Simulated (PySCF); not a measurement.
**Polarisability and C₆ of S²⁺ (sulfur, charge +2)**

[Ne] 3s2 3p2, high-spin 3P determinant. Computed with PySCF 2.14 in aug-cc-pV(5+d)Z, with the non-relativistic Hamiltonian (point nucleus). Coupled (time-dependent) response in atomic units; α is the mean over directions.

| method | mean α (bohr³) | α xx, yy, zz | C₆ (like pair) | S(−4) |
| --- | --- | --- | --- | --- |
| UHF | 7.509 | 7.768, 7.380, 7.380 | 27.37 | 21.00 |
| PBE | 7.319 | 7.497, 7.230, 7.230 | 26.51 | 18.59 |
| PBE0 | 7.330 | 7.539, 7.226, 7.226 | 26.56 | 18.78 |

S(−4) is the Cauchy moment in α(ω) = α(0) + S(−4) ω² + …

α(iu) at UHF:

```csv
u (hartree),α(iu) (bohr³)
0,7.509
0.0500,7.457
0.100,7.307
0.200,6.781
0.300,6.082
0.500,4.626
0.750,3.197
1.00,2.260
1.50,1.267
2.00,0.8107
3.00,0.4277
5.00,0.1963
```

For an ion, C₆ is the dispersion term alone; charge-induced terms of lower order in 1/R come first.

The components differ because the open shell of this determinant is not spherical; for a pure term their mean is the scalar polarisability.
